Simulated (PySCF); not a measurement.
[VI4]2- holds V(II), d3, at total charge -2. The structure is a model geometry with rigid ligands and bond lengths from ionic radii and bond length changed to 0.92 of its base value, not a minimum; coordination tetrahedral, point group Td, metal–donor distances 2.51 Å.

```
5

V     0.0000    0.0000    0.0000
I     1.4501    1.4501    1.4501
I    -1.4501   -1.4501    1.4501
I    -1.4501    1.4501   -1.4501
I     1.4501   -1.4501   -1.4501
```

Method (PySCF 2.14, density fitting): CASSCF(3,5) with orbitals averaged over all microstates of the shell, strongly contracted NEVPT2 on the averaged canonical orbitals; basis x2c-TZVPall on the metal, x2c-SVPall elsewhere; spin-free X2C; IEF-PCM water; spin-orbit coupling by state interaction with the mean-field operator over all roots.

Task: What is the ground state?

Result: 4T1 (S = 3/2, orbital degeneracy 3), with 1.9 electrons in the lower (e-type) set and 1.1 in the upper (t2-type) set, by NEVPT2.

Task: Where do the spin-allowed transitions within the shell lie?

Result: By NEVPT2: 4T2 at 3629 cm⁻¹; 4A2 at 7843 cm⁻¹ (1275 nm); 4T1 at 12194 cm⁻¹ (820 nm). The strongest, at 12194 cm⁻¹, has f = 1.1e-03.

Task: Which is the lowest state of another spin?

Result: 2E at 8900 cm⁻¹ by NEVPT2; CASSCF alone puts it at 11280 cm⁻¹ above the same ground state.

Task: What ligand-field parameters describe the result?

Result: At CASSCF level (the NEVPT2 levels don't fit a ligand-field model well): orbital energies 0, 0, 3492, 3492, 3492 cm⁻¹; 10Dq = 3492 cm⁻¹; B = 804 cm⁻¹; C = 3090 cm⁻¹; B over its free-ion value at the same level 0.833; rms of the fit 231 cm⁻¹; spin-orbit coupling on the heavy ligands mixes in, so no single ζ describes it.

Task: What magnetic behaviour follows?

Result: Degenerate or low-lying orbital states mix with the ground state, so no spin-only Hamiltonian applies. The lowest spin-orbit level is 4-fold; the next lies at 0.2 cm⁻¹. μeff is 4.23 μB at 300 K and 4.31 μB at 10 K; the spin-only value is 3.88 μB.

The ground state is orbitally degenerate in this regular structure, which would distort (Jahn–Teller), so its moment is that of the undistorted model. NEVPT2 lifts 4A2 from 6879 to 7843 cm⁻¹; on the d shell alone such lifts tend to overshoot.

The job took 100 s on one thread of Arm Neoverse N1 (shared host), with 192 basis functions and a peak of 0.63 GiB, launched as `OMP_NUM_THREADS=1 python lf_run.py task.json out`.
